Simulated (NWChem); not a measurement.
# NbO, quartet; SMILES [O]=[Nb]

```xyz
2

Nb     0.0000     0.0000    -0.2582
O      0.0000     0.0000     1.4164
```
Atoms are numbered in this order, from 1.

Coordinates come from a PBE0-D3(BJ)/def2-TZVP, spin-unrestricted optimisation. No stability test was run on the SCF state. def2 effective core potentials on Nb; no spin-orbit coupling.

Task: List the 4 lowest vertical excitations from UHF/def2-SVPD with def2 effective core potentials on Nb, CIS (NWChem).

Result: 
```json
[
 {"state": "state 1", "energy (eV)": "1.26", "oscillator strength": "0.000", "<S²>": "3.82"},
 {"state": "state 2", "energy (eV)": "1.26", "oscillator strength": "0.000", "<S²>": "3.82"},
 {"state": "state 3", "energy (eV)": "1.63", "oscillator strength": "0.000", "<S²>": "3.82"},
 {"state": "state 4", "energy (eV)": "1.63", "oscillator strength": "0.000", "<S²>": "3.82"}
]
```
